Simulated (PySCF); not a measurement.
CAM-B3LYP on Hf⁻ (hafnium, charge -1), [Xe] 4f14 5d3 6s2, high-spin 4F determinant. Computed with PySCF 2.14 in aug-cc-pwCVDZ-PP with ECP60MDF (6s6p5d3f, 70 functions), with a scalar-relativistic core potential.

```
cycle= 1 E= -48.3779872582212  delta_E= -0.0116  |g|= 0.0313  |ddm|= 1.04
cycle= 2 E= -48.3812651563719  delta_E= -0.00328  |g|= 0.0301  |ddm|= 0.389
cycle= 3 E= -48.382299288764  delta_E= -0.00103  |g|= 0.00928  |ddm|= 0.216
cycle= 4 E= -48.3832033212212  delta_E= -0.000904  |g|= 0.00296  |ddm|= 0.202
cycle= 5 E= -48.3832279623586  delta_E= -2.46e-05  |g|= 0.000907  |ddm|= 0.0232
cycle= 6 E= -48.383230141622  delta_E= -2.18e-06  |g|= 0.000113  |ddm|= 0.0065
cycle= 7 E= -48.3832301881047  delta_E= -4.65e-08  |g|= 3.47e-05  |ddm|= 0.0013
cycle= 8 E= -48.383230192309  delta_E= -4.2e-09  |g|= 4.87e-06  |ddm|= 0.000332
cycle= 9 E= -48.3832301924465  delta_E= -1.38e-10  |g|= 7.19e-07  |ddm|= 5.88e-05
converged SCF energy = -48.3832301924465  <S^2> = 3.7667557  2S+1 = 4.0083691
```

Highest occupied orbital energy: 0.528 eV; ⟨L²⟩ = 12.01; populations by l: s 4.00, p 6.00, d 3.00, f 0.00.

Question: Can this result be used?

Answer: With care. The calculation finished and met its thresholds. Energies and moments cover only the electrons outside the core potential. Spin-orbit coupling, absent here, splits the open shell strongly. The configuration of this anion was assumed by filling the next shell in order. It is not the known or likely ground configuration (Ca⁻, Sr⁻ and Ba⁻, for instance, bind a p electron), so these values are not the electron affinity of the element. At CAM-B3LYP the highest occupied level has a positive energy, so only the finite basis holds that electron.
